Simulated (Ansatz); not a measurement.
Cartesian coordinates in Å:
```
O 0.130 -1.241 0.025
Si 0.437 0.324 -0.330
Br 1.536 1.164 1.399
Br -1.487 1.406 -0.677
H -0.616 -1.653 -0.417
```

The species carries charge 0 and has multiplicity 2.

Task: List the CAM-B3LYP/def2-TZVPP orbital energies in eV (Ansatz). (Best estimate.)

Result: Ansatz gave: α occupied: -13141.25, -13141.21, -1803.62, -1702.75, -1702.71, -1534.51, -1534.47, -1534.44, -1534.44, -1534.40, -1534.40, -523.57, -238.84, -238.80, -179.76, -179.72, -179.56, -179.56, -179.52, -179.51, -147.92, -103.29, -103.25, -103.21, -74.09, -74.06, -74.03, -74.03, -74.00, -73.99, -73.88, -73.88, -73.83, -73.83, -30.70, -24.09, -23.57, -18.00, -14.94, -13.31, -12.87, -11.96, -10.93, -10.53, -10.23, -9.95, -7.82. α empty: 0.90, 1.20, 1.44, 2.56, 4.35, 4.84, 4.96, 5.68. β occupied: -13141.24, -13141.20, -1803.53, -1702.74, -1702.70, -1534.48, -1534.45, -1534.43, -1534.43, -1534.39, -1534.39, -523.50, -238.82, -238.78, -179.72, -179.68, -179.55, -179.55, -179.51, -179.50, -147.80, -103.18, -103.15, -103.05, -74.06, -74.03, -74.01, -74.01, -73.97, -73.97, -73.87, -73.87, -73.82, -73.82, -30.53, -23.93, -23.41, -17.79, -14.57, -13.04, -12.46, -11.64, -10.72, -10.44, -10.12, -9.90. β empty: -2.26, 1.18, 1.31, 1.96, 2.74, 4.40, 4.90, 5.16. ⟨S²⟩ = 0.753.
